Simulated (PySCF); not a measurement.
```xyz
4

Cl    -1.3328    -0.7463    -0.6128
B     -0.0067     0.1331     0.0881
Cl     1.4062    -0.7011     0.6632
H     -0.0666     1.3144     0.1748
```

Charge 0, multiplicity 1.

Question: Give the Mulliken and meta-Löwdin atomic charges from PBE-D3(BJ)/def2-TZVP // r2SCAN-D4/def2-TZVP run with PySCF.

Answer: 
```tsv
atom	Mulliken (e)	meta-Löwdin (e)
Cl1	-0.09	-0.01
B2	0.14	-0.01
Cl3	-0.09	-0.01
H4	0.03	0.04
```
